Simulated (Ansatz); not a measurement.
`C[SiH2][Al]([F])[F]` + HBr → `[F][Al]([F])[Br]` + `C[SiH3]`  (cleavage of the Al–Si bond)

Computed with Ansatz on PBE0-D4/def2-TZVP structures; ΔE is electronic, products minus reactants. CCSD(T)/CBS adds triple-zeta CCSD(T) − MP2 to the extrapolated MP2 energy (def2 sets, frozen cores). This one scheme is used for every species. Functionals use def2-TZVPP. B3LYP here is the variant with VWN-RPA as its local correlation; programs differ in this. For Br outer-core shells are correlated without core-valence functions, which leaves a few kJ/mol of doubt a bond. Scalar relativity is left out up to krypton. One conformer a species, not always the lowest.

CCSD(T)/CBS gives -34.6 kcal/mol.

Task: Another level gave -33.2 kcal/mol. Which?
A. B3LYP/def2-TZVPP
B. HF/def2-TZVPP
C. SCS-MP2/def2-TZVPP
D. PBE0-D4/def2-TZVPP

Result: A. B3LYP -33.2, HF/def2-TZVPP -39.4, PBE0-D4 -31.3, SCS-MP2/def2-TZVPP -36.3 kcal/mol.

Largest T1 diagnostic among the species: 0.013.

In def2-TZVPP, CCSD(T) changes the Hartree–Fock value by +5.6 kcal/mol (the triples alone add +0.6 kcal/mol) and MP2 by +3.0 kcal/mol. From PBE to PBE0 (25 % exact exchange), in def2-TZVPP and without D4, ΔE moves by −2.3 kcal/mol.
